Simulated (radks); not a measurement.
Values are calculated unless marked as measured or tabulated.
Polarisability of the lithium ion Li+, [He], at imaginary frequency. Level of theory: non-relativistic Kohn-Sham, LB94 model potential, spin-polarised, spherical densities, point nucleus (a radial shooting solver on a logarithmic mesh with Libxc functionals). Response by self-consistent Sternheimer equations with the Hartree and adiabatic LDA kernel.

w (hartree)  alpha1(iw) (bohr^3)  alpha2(iw) (bohr^5)
0.00266                   0.1985               0.1226
0.0143                    0.1985               0.1226
0.0360                    0.1984               0.1225
0.0697                    0.1983               0.1225
0.118                     0.1981               0.1224
0.186                     0.1975               0.1222
0.280                     0.1962               0.1216
0.413                     0.1936               0.1206
0.605                     0.1884               0.1184
0.892                     0.1779               0.1140
1.35                      0.1578               0.1048
2.12                      0.1229              0.08716
3.59                     0.07483              0.05835
6.94                     0.03007              0.02575
17.5                    0.005957             0.005367

Static values: alpha1 = 0.1985 bohr^3 (0.02941 angstrom^3; uncoupled 0.2124), alpha2 = 0.1226 bohr^5, alpha3 = 0.1837 bohr^7. C6 = 0.08167, C8 = 0.2795, triple-dipole C9 = 0.01192 atomic units. One-pole (London) frequency 4 C6 / (3 alpha1^2) = 2.764 hartree, against 2.653 for minus the highest occupied eigenvalue.
